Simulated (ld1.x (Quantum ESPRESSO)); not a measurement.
Results of a calculation; reference values are marked as such.
**Pseudopotentials across the periodic table**

Generated with ld1.x 7.5 (TM, RRKJ, ultrasoft, PAW), atompaw 4.2 or ONCVPSP 4.0.1. The cutoff is in Ry: for ld1.x and atompaw files where the sum of valence levels is converged to 10 mRy in a Bessel basis, for ONCV files where the hardest occupied wave has 1 mHa per electron of residual kinetic energy. The error is the largest all-electron minus pseudo excitation energy over each file’s own four to seven test configurations (ionisations up to +4, promotions, holes and added fractions of an electron), all of which were solved. The labels leave out finer settings (local radius, basis sizes, second energies), which also bear on the numbers. Spin-polarised tests are not counted. The rows are a selection from randomly drawn settings: files with unsolved tests, undetermined cutoffs or missed reference levels are left out.

A true bound ghost makes a file unfit for plane-wave use even where its test errors are small: the radial tests pick states by their node count and pass the ghost by.

| element | potential | cutoff (Ry) | largest error (meV) | bound ghosts |
| --- | --- | --- | --- | --- |
| P | RRKJ, PBEsol, non-relativistic, rc 1.70/1.45/1.85 (spd), local d, core correction no, reference 3s2 3p2 | 21 | +225 | none |
| K | TM, BLYP, scalar-relativistic, rc 3.30/4.20/4.10 (spd), local smoothed, core correction yes, reference 4s1 4p0 | 6 | -4.7 | d |
| Fe | TM semilocal, LDA (PZ), scalar-relativistic, rc 2.15/2.45/1.25/2.20 (spdf), local d, core correction yes, reference 3d6 4s0 4p0 | 140 | -290 | none |
| Fe | RRKJ, LDA (PZ), scalar-relativistic, rc 2.20/2.50/0.80 (spd), local s, core correction yes, reference 3d6 4s1.5 4p0.5 | 230 | -526 | none |
| Rb | TM, LDA (PZ), scalar-relativistic, rc 4.20/3.90/3.85 (spd), local s, core correction yes, reference 5s1 5p0 | 6 | -6.9 | none |
| Bi | TM, PBEsol, scalar-relativistic, rc 1.75/2.35/1.14 (spd), local s, core correction yes, reference 5d10 6s2 6p1 | 90 | -42 | none |

(1) Fill in the row for Co: TM semilocal, PBE, scalar-relativistic, rc 2.00/2.15/1.00/1.90 (spdf), local d, core correction yes, reference 3d7 4s1 4p1.

Results:

(1) cutoff 200 Ry, largest error -1095 meV, bound ghosts: none.
